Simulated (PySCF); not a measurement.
Calculation: TPSSh-D3(BJ)/def2-TZVP // CAM-B3LYP-D3(BJ)/def2-TZVP (PySCF). Gas-phase values, no solvent. One relaxed conformer stands for a flexible species; it need not be the lowest. 

Reference species (SMILES): `[CH3][Al]([CH3])[CH3]` (neutral, multiplicity 1).

| Item | Result |
|---|---|
| HOMO–LUMO gap | 6.23 eV |
| LUMO | -0.64 eV |

Changed species: `[CH3][Al]([SH])[SH]` (S–Al–S–H torsion -1°, S–Al–S–H torsion 0°) (2 of 3 CH3 replaced by SH; the reference has 0 of 3 CH3 replaced by SH).

### Question
What does the change do to the HOMO–LUMO gap and LUMO?

### Answer
the HOMO–LUMO gap drops by 0.18 eV, to 6.05 eV; the LUMO drops by 0.21 eV, to -0.85 eV.
